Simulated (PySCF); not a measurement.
C3H9NSi2, SMILES CC1=NC[SiH2][SiH2]1.

Geometry optimised at PBE0-D3(BJ)/def2-SVP. This is a generated structure with no PubChem entry under its InChIKey; it may be hypothetical. One conformer was computed; it need not be the lowest.

Two levels are set side by side: TDA-PBE/def2-SVPD (PySCF) and TDA-ωB97X/def2-SVPD (PySCF). Vertical, same geometry. The lowest singlet is HOMO→LUMO 99 % with PBE and HOMO→LUMO 88 % with the other functional; states are paired by order. Differences are taken from unrounded values.

```tsv
quantity	TDA-PBE
lowest singlet excitation (eV)	3.86
lowest triplet excitation (TDA) (eV)	3.22
first bright state (f over 0.05) (eV)	5.53
its oscillator strength	0.21
```

Problem. These are the TDA-PBE values. What does TDA-ωB97X give? (Estimate from the structure and the level; the computed values follow.)

Solution. 
```json
[
 {"quantity": "lowest singlet excitation (eV)", "TDA-ωB97X": "4.32", "TDA-PBE minus TDA-ωB97X": "-0.47"},
 {"quantity": "lowest triplet excitation (TDA) (eV)", "TDA-ωB97X": "3.61", "TDA-PBE minus TDA-ωB97X": "-0.38"},
 {"quantity": "first bright state (f over 0.05) (eV)", "TDA-ωB97X": "6.73", "TDA-PBE minus TDA-ωB97X": "-1.20"},
 {"quantity": "its oscillator strength", "TDA-ωB97X": "0.06", "TDA-PBE minus TDA-ωB97X": "0.15"}
]
```

A lower first singlet is the usual sign of a functional without exact exchange. Differences between two approximate levels are no errors against the true value.

Rough cost on one machine, each run with all the roots and properties that it gave: TDA-ωB97X against TDA-PBE about 5 times.
